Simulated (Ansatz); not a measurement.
Geometry optimisation, UHF/6-31G* (Ansatz).

The input (input.yaml):

```yaml
crystal:
  periodic: [false, false, false]
  atoms:
    - { symbol: B, position_ang: [0.0, 0.0, 0.0] }
    - { symbol: H, position_ang: [0.0, 0.0, 1.44] }
    - { symbol: Cl, position_ang: [1.6108, 0.0, -0.93] }
    - { symbol: Cl, position_ang: [-1.6108, 0.0, -0.93] }
    - { symbol: "N", position_ang: [0.0, 0.0, 2.8] }
    - { symbol: H, position_ang: [-0.496, -0.7725, 3.33] }
    - { symbol: H, position_ang: [0.496, 0.7725, 3.33] }
magnetization:
  spin_polarized: true
  initial_magnetization: 1
basis:
  gaussian: { orbitals: "6-31G*" }
hamiltonian:
  xc: hf
relax:
  f_tol: 0.15
  max_steps: 25
  restrain:
    - { distance: [1, 4], at: 1.06, k: 30.0 }
    - { distance: [0, 1], at: 2.39, k: 30.0 }
```

Run as:

```bash
$ ansatz run input.yaml --threads 1 --pin off --max-ram 2048MiB --backend cpu --events-out ev --progress --plain --runs-dir out
```

Q: Where does it end, and by what steps?

A: The run converged. The restraints hold the end off the free minimum; the threshold counts their pulls, which the force column leaves out. Restrained pairs: H2–N5 (1.36 → 1.02 Å), B1–H2 (1.44 → 2.40 Å). After 6 steps the energy has fallen by 1.660 eV (the restraints' own energy left out); H2 moved furthest, 0.53 Å.

```csv
step,energy less start (eV),largest force component (eV/Å),accepted
0,0.0000,4.643,yes
1,-0.5126,5.514,yes
2,-1.1349,4.198,yes
3,-1.4608,1.018,yes
4,-1.6271,1.931,yes
5,-1.6586,1.566,yes
6,-1.6598,1.564,yes
```

```xyz
7
Properties=species:S:1:pos:R:3
B 0.000 0.000 -0.428
H 0.000 0.000 1.971
Cl 1.538 0.022 -1.228
Cl -1.538 -0.022 -1.228
N 0.000 0.000 2.988
H -0.495 -0.698 3.483
H 0.495 0.698 3.483
```

The run took 12 s on 1 thread of Intel(R) Xeon(R) 6975P-C (Granite Rapids), on a shared host, peak memory 0.21 GiB.
